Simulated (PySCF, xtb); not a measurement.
Bi(OH)(TeH)2 (BiH3OTe2), SMILES [OH][Bi]([TeH])[TeH].

GFN2-xTB (xtb) at its own geometry gives an orbital gap of 4.31 eV and a dipole moment of 6.76 D.

Geometry optimised at PBE0-D3(BJ)/def2-SVP. The structure was generated by enumeration; whether it is a known compound was not checked. The def2 effective core potentials stand for the cores of Bi, Te; spin–orbit coupling is left out. The values are those of a single conformer.

Question: What does r2SCAN/def2-TZVP in PySCF give? (The exact figures need the calculation; the answer reports its results.)

Answer: gap 3.15 eV (levels -5.76 and -2.61 eV), dipole 1.28 D.
